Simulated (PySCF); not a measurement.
BrFGeH2O2, SMILES [OH][Ge]([OH])([F])[Br]. Coordinates come from a B3LYP-D3(BJ)/def2-SVP optimisation. The structure was generated by enumeration, and PubChem lists no compound with its InChIKey, so it may never have been made. One conformer was computed; it need not be the lowest.

Computed equilibrium geometry at B3LYP-D3(BJ)/def2-SVP (PySCF confirms it by a frequency run) as a Z-matrix (one conformer of several):
```
Ge
F 1 1.7361
O 1 1.7506 2 110.55
H 3 0.9689 1 111.62 2 83.19
O 1 1.7591 2 107.08 3 117.46
H 5 0.9678 1 113.44 2 50.36
Br 1 2.2829 2 107.04 5 123.62
```
